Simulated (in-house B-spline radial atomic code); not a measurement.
## Ionising Pb⁴⁺ with different functionals

Computed with a radial B-spline atomic code at the basis-set limit: scalar-relativistic (spin-free X2C) Hamiltonian, Fermi nucleus of rms radius 5.5012 fm, spin-polarised at highest spin, spherical fractional occupations for the functionals, the average over the highest-spin determinants for Hartree-Fock. The ionisation energy is the difference of two self-consistent energies, [Xe] 4f14 5d10 → [Xe] 4f14 5d9, without Breit or QED terms; ε is the level of the shell that loses the electron (its least bound occupied spin orbital). There is no spin-orbit coupling in this Hamiltonian.

Hybrids are left out here: with spherical fractional occupations of an open shell their exact exchange keeps a self-interaction that integer-occupation calculations don't have.

```
           method          rung  ΔSCF (eV)  -ε(5d) (eV)
     Hartree-Fock  Hartree-Fock      68.31        69.66
         LDA VWN5           LDA      69.81        61.86
         LDA PW92           LDA      69.80        61.86
LDA exchange-only           LDA      67.99        60.11
              PBE           GGA      69.51        61.58
           PBEsol           GGA      69.53        61.61
             BLYP           GGA      69.32        61.40
             RPBE           GGA      69.44        61.51
             PW91           GGA      69.60        61.67
             BP86           GGA      69.60        61.67
             AM05           GGA      69.55        61.61
             OLYP           GGA      69.77        61.82
             TPSS      meta-GGA      69.51        61.59
             SCAN      meta-GGA      69.87        62.02
           r2SCAN      meta-GGA      69.92        62.06
          revTPSS      meta-GGA      69.50        61.58
```

(1) How do they compare with the NIST value?

Results:

(1) NIST lists 68.8 eV ± 0.5 (semi-empirical, ground level to ground level). Errors run from -0.81 to +1.12 eV; Hartree-Fock is closest (-0.49 eV), though others lie within the uncertainty of it, and part of that can be cancellation, since the calculations leave out spin-orbit coupling, Breit-QED terms, multiplet and fine-structure energies. Hartree-Fock also lacks correlation.
